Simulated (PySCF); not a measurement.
C6H3F3.
InChI=1S/C6H3F3/c1-2-3-4-5-6(7,8)9/h3H,1H2

The closed-shell ground state was solved at several levels (PySCF, density fitting, gas phase, non-relativistic). Isolated species at its PBE0-D3(BJ)/def2-SVP geometry, gas phase.

```csv
level,basis functions,total energy (Eh),HOMO (eV),LUMO (eV),gap (eV),dipole (D)
CAM-B3LYP/def2-SVPD,213,-529.2810,-8.95,-0.42,8.53,3.87
PBE0/pcSseg-2,366,-529.4981,-7.66,-1.51,6.15,3.75
PBE0/pcSseg-1,168,-529.2373,-7.69,-1.50,6.19,3.72
```

Estimate the row for B3LYP/pcJ-1, a basis of 273 functions; the other rows only guide the guess.

Total energy -529.8570 Eh, HOMO -7.45 eV, LUMO -1.68 eV, gap 5.77 eV, dipole 3.71 D.

Over all these levels, which gives the widest orbital gap and which the narrowest?

CAM-B3LYP/def2-SVPD (range-separated hybrid) has the widest, 8.53 eV, and B3LYP/pcJ-1 (global hybrid, 20 % exact exchange) the narrowest, 5.77 eV. Functional and basis both differ between the two, so the spread mixes both effects.

How far do the dipole and the HOMO energy spread over the levels?

The dipole runs from 3.71 to 3.87 D (mean 3.76 D) and the HOMO from -8.95 to -7.45 eV.
